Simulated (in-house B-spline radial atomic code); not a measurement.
Multiplet parameters of the 3d8 shell in the gallium ion Ga⁵⁺ ([Ar] 3d8). Level of theory: non-relativistic Hartree-Fock, average of configuration, point nucleus; calculated with an all-electron radial atomic-structure program (B-spline basis).

Slater integrals: F^2 = 137100 cm⁻¹, F^4 = 86254 cm⁻¹. Central-field spin-orbit parameter ζ(3d) = 1715 cm⁻¹ (bare central field on non-relativistic orbitals, without two-electron terms: too large for light atoms, too small for heavy ones).

Problem. What are Racah's B and C?

Solution. B = F^2/49 - 5F^4/441 = 1820 cm⁻¹, C = 35F^4/441 = 6846 cm⁻¹, C/B = 3.76.

Problem. Where do the terms lie in LS coupling, without spin-orbit interaction?

Solution. In cm⁻¹ above the Hund's-rule term:
| term | expression | energy |
| --- | --- | --- |
| 3F | 0B + 0C | 0 |
| 1D | 5B + 2C | 22791 |
| 3P | 15B + 0C | 27300 |
| 1G | 12B + 2C | 35531 |
| 1S | 22B + 7C | 87959 |

Problem. Is LS coupling a fair picture here?

Solution. Fits to spectra need these integrals scaled down, since correlation screens the repulsion. Here ζ is 0.94 times B, so LS coupling is a fair start, though levels of equal J in close terms still mix.
